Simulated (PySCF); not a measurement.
## Ga²⁺ (gallium, charge +2) across methods

[Ar] 3d10 4s1, 2S determinant. Computed with PySCF 2.14 in def2-QZVPPD (12s7p5d4f1g, 95 functions), with no relativity, point nucleus.

| method | E (hartree) | mean ε 3d α (eV) | mean ε 3d β (eV) | mean ε 4s α (eV) | Σ⟨r²⟩ (bohr²) | ⟨S²⟩ |
| --- | --- | --- | --- | --- | --- | --- |
| r2SCAN | -1923.867 | -40.442 | -40.202 | -26.599 | 17.77 | 0.751 |
| UHF | -1922.38091 | -52.456 | -52.356 | -29.292 | 17.83 | 0.750 |
| B3LYP | -1923.932 | -42.755 | -42.578 | -27.175 | 17.82 | 0.750 |
| LDA | -1920.847 | -40.308 | -40.085 | -26.563 | 17.82 | 0.750 |
| PBE0 | -1923.636 | -43.319 | -43.118 | -27.142 | 17.80 | 0.750 |
| PBE | -1923.591 | -39.947 | -39.706 | -26.233 | 17.87 | 0.750 |
| HSE06 | -1923.632 | -42.873 | -42.674 | -26.853 | 17.80 | 0.751 |
| B97-3 | -1923.724 | -43.570 | -43.404 | -26.976 | 17.78 | 0.750 |
| TPSS | -1923.877 | -39.896 | -39.642 | -26.133 | 17.85 | 0.751 |
